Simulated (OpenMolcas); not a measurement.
Tc4+ (d3) in a complex was computed by CASSCF with the d shell active (OpenMolcas, ANO-RCC-VDZP on the metal). Its lowest spin-free states, and all those of the highest spin:

```tsv
2S+1	Degeneracy	E (cm-1)
4	3	0.0
2	2	3007
2	3	9846
4	3	9881
2	3	11467
2	3	13801
4	3	16925
2	1	17158
2	3	19140
2	2	20188
2	3	20818
4	1	21148
```

Problem. Is the site octahedral, tetrahedral or cube-like, axial, or of lower symmetry?

Solution. The states with 2S+1 = 4 have orbital degeneracies 3, 3, 3, 1. Threefold states need a cubic site. For d3 at this spin an octahedron puts the single A2 below the threefold T2 and a tetrahedron or cube puts the threefold T1 below the threefold T2, so the site is a tetrahedron or a cube, which this pattern cannot tell apart. The run had Tc4+ with 4 ligands (bromide) in tetrahedral coordination (Td) at 2.42 Å. Ligand basis ANO-RCC-VDZP.

An orbital triplet at a regular site is open to Jahn-Teller coupling, which can distort the site and quench the lowest spin-orbit gaps and is left out. Without dynamic correlation the repulsion within the d shell is too large (B by tens of per cent), so at a given field states of lower spin stand too high. This shell can be high or low spin here, a state of another spin lies low, and with metal d orbitals alone active their balance is uncertain, so the ground spin may be wrong. The least metal-like active orbital is 67 % on the metal (Löwdin) and no ligand orbital is active, so the numbers are rough, and ground spin, moment and any spin crossover can be artefacts of this space; highly charged d ions in such sites are as a rule low spin. With metal d orbitals alone the field can be off either way by tens of per cent. Ligand-to-metal charge-transfer states are missing. With no ligand orbital active B as a rule stays too high, so bands that hang on it stand too high and its fall with covalency is understated. No measured value stands beside these numbers; the geometry is a model, was not optimised and need not be the one that this ion takes.
